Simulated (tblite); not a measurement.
Compound: C4H9FS2Si.
SMILES with atom numbers: `[F:1][C@@H:2]1[CH2:3][SiH2:4][CH2:5][S:6][S:7][CH2:8]1` (hydrogens: H9 on C2; H10, H11 on C3; H12, H13 on Si4; H14, H15 on C5; H16, H17 on C8)

Geometry (GFN2-xTB, Å), atoms numbered from 1 in this order:
```
atom  x, y, z in Å
F1    -1.6203   -0.7127    1.6362
C2    -1.4893   -0.7443    0.2590
C3    -0.1010   -1.2523   -0.1007
Si4    1.3496   -0.3514    0.7635
C5     2.0372    0.9439   -0.4656
S6     0.7190    1.9217   -1.2709
S7    -0.7196    1.9907    0.1529
C8    -1.8517    0.6216   -0.3062
H9    -2.2554   -1.4577   -0.0856
H10   -0.0558   -2.3044    0.1810
H11    0.0026   -1.2069   -1.1853
H12    2.4348   -1.3214    0.9477
H13    0.9694    0.2601    2.0308
H14    2.7123    1.6429    0.0228
H15    2.5776    0.4730   -1.2841
H16   -2.8200    0.9301    0.0874
H17   -1.8964    0.5792   -1.3929
```

Computed with GFN2-xTB (tblite): harmonic, unscaled wavenumbers at the GFN2-xTB geometry, gas phase. Against measured fundamentals such values can be off by several per cent, at times by over 20. Modes of hydrogen on silicon can be 10 to 20 % off. One conformer, not necessarily the lowest.

Harmonic wavenumbers (cm⁻¹): 69.0, 91.7, 147.0, 170.8, 176.9, 215.9, 291.7, 337.5, 403.0, 481.5, 510.1, 553.9, 599.8, 623.7, 667.1, 698.7, 715.5, 748.2, 768.0, 787.1, 799.9, 842.0, 905.3, 1006.6, 1044.3, 1060.1, 1156.5, 1162.6, 1185.3, 1216.0, 1263.3, 1299.1, 1312.5, 1411.3, 1437.6, 1459.3, 2245.0, 2330.2, 2857.0, 2988.5, 2995.7, 2999.8, 3003.0, 3004.4, 3009.4.

A = 1633, B = 1154, C = 815.0 MHz; mass 167.990 u (most abundant isotopes); point group C1, symmetry number 1.

Question: What is the zero-point energy?

Answer: ½Σν̃ = 26526 cm⁻¹ = 75.84 kcal/mol.

Question: What is S at 298.15 K and 1 bar for an ideal gas of classical rigid rotors and harmonic oscillators?

Answer: Translation 41.29, rotation 29.73, vibration 26.40: S = 97.4 cal/(mol K).

Question: And Cp and H(298.15 K) − H(0)?

Answer: Cp = 38.77 cal/(mol K), of which vibrations give 30.82 (their classical limit is 45 R = 89.4); H(298.15 K) − H(0) = 6.78 kcal/mol without the zero-point energy, 4.41 from vibrations.

Question: Which modes carry the vibrational entropy at 298.15 K?

Answer: 69.0 cm⁻¹: 4.18; 91.7 cm⁻¹: 3.62; 147.0 cm⁻¹: 2.71; 170.8 cm⁻¹: 2.43; 176.9 cm⁻¹: 2.36; 215.9 cm⁻¹: 1.99 cal/(mol K); the other 39 give 9.10 together.

Question: How do the functions run with temperature in this model?

Answer: 
```json
{"T (K)": "150", "S (cal/(mol K))": "76.9", "Cp (cal/(mol K))": "22.8", "H − H(0) (kcal/mol)": "2.22", "G − H(0) (kcal/mol)": "-9.31", "ln q(vib)": "2.25"}
{"T (K)": "250", "S (cal/(mol K))": "91.0", "Cp (cal/(mol K))": "33.7", "H − H(0) (kcal/mol)": "5.04", "G − H(0) (kcal/mol)": "-17.72", "ln q(vib)": "4.64"}
{"T (K)": "400", "S (cal/(mol K))": "110.2", "Cp (cal/(mol K))": "48.3", "H − H(0) (kcal/mol)": "11.23", "G − H(0) (kcal/mol)": "-32.84", "ln q(vib)": "8.40"}
{"T (K)": "600", "S (cal/(mol K))": "132.5", "Cp (cal/(mol K))": "61.7", "H − H(0) (kcal/mol)": "22.34", "G − H(0) (kcal/mol)": "-57.17", "ln q(vib)": "13.42"}
{"T (K)": "900", "S (cal/(mol K))": "160.1", "Cp (cal/(mol K))": "73.8", "H − H(0) (kcal/mol)": "42.83", "G − H(0) (kcal/mol)": "-101.22", "ln q(vib)": "20.44"}
```

q(vib) and H(0) count from the zero-point level.

Question: Blend soft modes into free rotors: weight 1/[1 + (100 cm⁻¹/ν̃)⁴] for the oscillator and the rest for a rotor with moment μB/(μ + B), μ = h/(8π²ν), B = 10⁻⁴⁴ kg m². What vibrational entropy results?

Answer: 25.18 cal/(mol K) in place of 26.40, which changes −T·S at 298.15 K by +0.36 kcal/mol.

Question: What must be added to the electronic energy to get the Gibbs energy at 298.15 K and 1 bar?

Answer: ZPE + [H(298.15 K) − H(0)] − T·S = 75.84 + 6.78 − 29.04 = 53.58 kcal/mol.

Hindered rotation and anharmonicity are outside this model. Other conformers, if any are populated, would add a mixing term that is left out. The structure is chiral; the term R ln 2 for an equal mix with its mirror image is left out.

Hardware: Intel Xeon at 2.70 GHz, one thread, on a shared host. Cost: 1.1 s of wall time. The figure is for the frequency step alone.
